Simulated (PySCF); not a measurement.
# Structure from 2D NMR

Compound of formula C5H11NSi. Correlations simulated from computed shifts and the bond graph:

HSQC (one-bond C–H):
```csv
δH,δC
2.15,30.6
1.23,28.5
```

HMBC (two and three bonds, from the bond graph):
```csv
δH,δC
3.91,"30.6, 28.5, 22.7"
2.15,"123.8, 28.5, 22.7"
1.23,"30.6, 28.5, 22.7"
```

Carbons without hydrogens: δ 123.8, 22.7.

PySCF calculation with shielding tensors at PBE0/pcSseg-1 (GIAO) and GFN2-xTB structure; no relativistic terms, one conformer, no solvent model, rapidly exchanging positions averaged.

References, each an isolated molecule treated in the same way: TMS for $^{1}$H (31.72 ppm), $^{13}$C (186.93 ppm).

Exchangeable hydrogens are left out of these lists.

Problem. Work out the connectivity.

Solution. SMILES CC(C)([SiH3])CC#N.

Mapped SMILES: `[CH3:1][C:2]([CH3:3])([SiH3:4])[CH2:5][C:6]#[N:7]`. Hydrogens are named by the atom that carries them.

- δC 123.8 is C6, a nitrile carbon.
- δC 30.6 is C5, an sp3 CH2 α to a nitrile (δH 2.15).
- δC 28.5 is C1/C3, a methyl carbon (δH 1.23).
- δC 22.7 is C2, a fully substituted sp3 carbon bonded to Si.
- HMBC from δH 3.91 reaches the proton-free carbon C2.
- HMBC from δH 2.15 reaches the proton-free carbons C6, C2.
- HMBC from δH 1.23 reaches the proton-free carbon C2.

The data come from this structure; uniqueness wasn't tested.

Shifts are as computed. Against solution values, carbons near 30 ppm lie about +3 ppm off and those near 130 ppm about +5 ppm. Of 1211 compounds with measured shifts, 218 miss one by over three times the rms of a fit or turn the order of signals round; such compounds aren't used in these exercises.
